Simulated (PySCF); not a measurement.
**Selenium: a sound run and one with changed settings**

Sound run: Se [Ar] 3d10 4s2 4p4, Se⁺ [Ar] 3d10 4s2 4p3. All numbers are calculated (PySCF 2.14, the non-relativistic Hamiltonian (point nucleus), in def2-TZVP). In the sound run the correlated levels freeze [Ar] 3d10. The sound run starts from symmetry-adapted Hartree-Fock orbitals and uses a fine grid where one is needed.

Changed run: a valence shell is frozen. This setting is unsound on purpose.

```
species   method  sound run (hartree)  changed run (hartree)  converged
     Se      MP2          -2399.92731            -2399.87203        yes
     Se  CCSD(T)          -2399.94997            -2399.88099        yes
    Se⁺      MP2          -2399.58745            -2399.52824        yes
    Se⁺  CCSD(T)          -2399.60490            -2399.53311        yes
```

Ionisation energy of Se:

| method | sound run (eV) | changed run (eV) |
| --- | --- | --- |
| UHF | 8.587 | 8.587 |
| MP2 | 9.248 | 9.355 |
| SCS-MP2 | 9.313 | 9.518 |
| CCSD | 9.362 | 9.440 |
| CCSD(T) | 9.390 | 9.466 |

Freezing a valence shell removes pair correlation that changes on ionisation.

For comparison, NIST gives 9.752 eV between the lowest levels.
